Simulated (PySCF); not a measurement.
The dipole of `CP(CSC)C(=C)C` from its density and from atomic charges.

Coordinates (PBE0-D3(BJ)/def2-SVP, Å) and charges (e) from the PBE0/pcSseg-1 density (PySCF):

| atom | x | y | z | Mulliken | IAO | Hirshfeld | ESP-fitted |
| --- | --- | --- | --- | --- | --- | --- | --- |
| C1 | -1.577 | 1.741 | -0.151 | -0.0934 | -0.3301 | -0.1153 | -0.5078 |
| C2 | -1.757 | 0.421 | -0.283 | -0.5860 | -0.1645 | -0.0393 | +0.3236 |
| C3 | -3.119 | -0.205 | -0.177 | -0.1877 | -0.4137 | -0.1169 | -0.4995 |
| P4 | -0.423 | -0.765 | -0.720 | +0.4653 | +0.5182 | +0.1470 | -0.2427 |
| C5 | -0.419 | -1.832 | 0.793 | -0.4813 | -0.6042 | -0.1662 | -0.1065 |
| C6 | 1.091 | 0.254 | -0.373 | -0.5892 | -0.5280 | -0.1233 | -0.3221 |
| S7 | 2.569 | -0.766 | -0.614 | -0.0155 | +0.0967 | -0.0062 | -0.0695 |
| C8 | 3.813 | 0.361 | 0.046 | -0.3909 | -0.5006 | -0.1206 | -0.5593 |
| H9 | -0.597 | 2.219 | -0.224 | +0.1110 | +0.1376 | +0.0382 | +0.1397 |
| H10 | -2.430 | 2.405 | 0.030 | +0.1125 | +0.1416 | +0.0424 | +0.1877 |
| H11 | -3.187 | -0.869 | 0.700 | +0.1348 | +0.1454 | +0.0438 | +0.1462 |
| H12 | -3.904 | 0.560 | -0.082 | +0.1212 | +0.1453 | +0.0468 | +0.1366 |
| H13 | -3.343 | -0.824 | -1.062 | +0.1368 | +0.1510 | +0.0433 | +0.1598 |
| H14 | -1.289 | -2.504 | 0.782 | +0.1511 | +0.1525 | +0.0434 | +0.0958 |
| H15 | -0.425 | -1.241 | 1.723 | +0.1406 | +0.1406 | +0.0372 | +0.0350 |
| H16 | 0.490 | -2.450 | 0.767 | +0.1671 | +0.1649 | +0.0360 | +0.0726 |
| H17 | 1.066 | 0.654 | 0.656 | +0.1691 | +0.1371 | +0.0347 | +0.2074 |
| H18 | 1.107 | 1.100 | -1.080 | +0.1881 | +0.1503 | +0.0382 | +0.2291 |
| H19 | 4.784 | -0.144 | -0.047 | +0.1561 | +0.1653 | +0.0518 | +0.2349 |
| H20 | 3.632 | 0.584 | 1.109 | +0.1449 | +0.1469 | +0.0424 | +0.1767 |
| H21 | 3.849 | 1.300 | -0.527 | +0.1454 | +0.1478 | +0.0429 | +0.1623 |

**Question.** Compute μ = Σ q r for each scheme (1 e·Å = 4.803 D) and compare with the dipole of the full density.

**Answer.** The full density gives (-0.18, 1.45, 1.81) D, 2.33 D in size; dipole vectors point from the negative to the positive end.

```
    scheme     μx     μy     μz  size (D)  share of the full size (%)  angle to the full dipole (°)
  Mulliken  -0.27  -0.78   0.47      0.95                          41                            96
       IAO  -0.16  -1.02  -0.83      1.33                          57                           163
 Hirshfeld   0.06  -0.18  -0.20      0.28                          12                           172
ESP-fitted  -0.17   1.39   1.80      2.28                          98                             1
```

**Question.** Which set comes closest?

**Answer.** Length of the difference vector: ESP-fitted 0.06 D, Hirshfeld 2.60 D, Mulliken 2.61 D, IAO 3.62 D. Closest: ESP-fitted. ESP charges are fitted to the potential around the molecule, whose slowest-falling term is the dipole's. The schemes that divide the density aren't constrained to reproduce the dipole.

**Question.** What is left for the Hirshfeld atoms' own dipoles?

**Answer.** The shares of the density sum to the whole, so what Σ q r misses lies in dipoles about the nuclei. The atomic dipoles sum to (-0.18, 1.45, 1.81) − (0.06, -0.18, -0.20) = (-0.24, 1.63, 2.01) D, 2.60 D in size.

**Question.** With the origin at the mean of the coordinates, (-0.003, 0.000, 0.060) Å, which are the largest single terms, by size, of the IAO dipole along the direction of the full one?

**Answer.** P4 -2.62, C1 -1.66, C5 +1.58, H10 +1.13, H13 -0.82 D; all 21 atoms together -1.27 D. The single terms depend on the origin, their sum doesn't.

**Question.** Give the size of the full dipole in other units.

**Answer.** 2.33 D = 0.916 au = 0.485 e·Å = 7.76 × 10⁻³⁰ C·m.

The structure is a single PBE0-D3(BJ)/def2-SVP conformer in the gas phase; no vibrational or solvent corrections.

These values come from a run that also computed NMR shieldings. On one thread, Arm Neoverse V1 (aarch64), no GPU, shared host with 32 logical CPUs at a one-minute load of 28, this took 53 s wall and 1.1 GiB of memory at its peak.

The values belong to the conformer `[CH2:1]=[C:2]([CH3:3])[P:4]([CH3:5])[CH2:6][S:7][CH3:8]`: C1–C2–P4–C5 118°, C2–P4–C6–S7 176°, P4–C6–S7–C8 -171°.
